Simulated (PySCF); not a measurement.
From one molecule to another.

First species: C3H8O2Si.
Numbering: `[CH3:1][SiH:2]1[O:3][CH2:4][CH2:5][O:6]1` (hydrogens: H7, H8, H9 on C1; H10 on Si2; H11, H12 on C4; H13, H14 on C5)

Geometry (GFN2-xTB, Å), atoms numbered from 1 in this order:
```
atom  x, y, z in Å
C1    -2.2899    0.0659    0.5202
Si2   -0.7147    0.4434   -0.4427
O3     0.4584    1.0315    0.5474
C4     1.6883    0.4253    0.2838
C5     1.4147   -0.9199   -0.4225
O6     0.1223   -0.8770   -0.9533
H7    -2.6953    0.9769    0.9445
H8    -2.1291   -0.6408    1.3288
H9    -3.0391   -0.3476   -0.1444
H10   -0.9146    1.3176   -1.5973
H11    2.2225    0.2879    1.2266
H12    2.2750    1.0810   -0.3678
H13    2.1278   -1.0929   -1.2323
H14    1.4730   -1.7517    0.2869
```

Second species: C₃H₈O₂Si.
SMILES: `C=C[Si@@H](O)OC`

Levels: PBE0/def2-SVPD for HOMO energy, LUMO energy, HOMO–LUMO gap and static isotropic polarisability; TDDFT PBE0/def2-SVPD for lowest singlet excitation; TDA PBE0/def2-SVPD for lowest triplet excitation (Tamm–Dancoff). Geometries: GFN2-xTB. All species are isolated and taken at one optimised geometry, non-relativistic unless stated; the electronic structure was computed with PySCF and density fitting.

The conformers computed, where there is a choice (atom-mapped SMILES and torsion angles):
- `[CH2:1]=[CH:2][Si@@H:3]([OH:4])[O:5][CH3:6]`: C1–C2–Si3–O4 68°, C2–Si3–O5–C6 -171°, H–O4–Si3–C2 -57°

The conformers of `C[SiH]1OCCO1` aren't listed.

Values for the first species:

```
HOMO energy                              : -7.87 eV
LUMO energy                              : 0.63 eV
HOMO–LUMO gap                            : 8.50 eV
Lowest singlet excitation                : 7.24 eV
Lowest triplet excitation (Tamm–Dancoff) : 7.03 eV
Static isotropic polarisability          : 64.1 au
```

Question: Estimate the same properties for the second species, and the change in each.

Answer: 
```json
{"property": "HOMO energy", "first": "-7.87 eV", "second": "-8.05 eV", "second less first": "-0.18 eV"}
{"property": "LUMO energy", "first": "0.63 eV", "second": "-0.49 eV", "second less first": "-1.12 eV"}
{"property": "HOMO–LUMO gap", "first": "8.50 eV", "second": "7.56 eV", "second less first": "-0.94 eV"}
{"property": "lowest singlet excitation", "first": "7.24 eV", "second": "6.17 eV", "second less first": "-1.07 eV"}
{"property": "lowest triplet excitation (Tamm–Dancoff)", "first": "7.03 eV", "second": "4.28 eV", "second less first": "-2.75 eV"}
{"property": "static isotropic polarisability", "first": "64.1 au", "second": "69.1 au", "second less first": "+5.0 au"}
```

On the first: The principal polarisabilities are 57.3, 59.9 and 75.1 au; their mean is the isotropic value. No computed singlet falls in the visible range (750 to 380 nm, 1.65 to 3.26 eV); S1 lies 3.98 eV above its blue end.

On the second: S1 lies 1.39 eV below the HOMO–LUMO gap. In wavenumbers S1 is 49700 cm⁻¹ (1 eV = 8065.54 cm⁻¹).
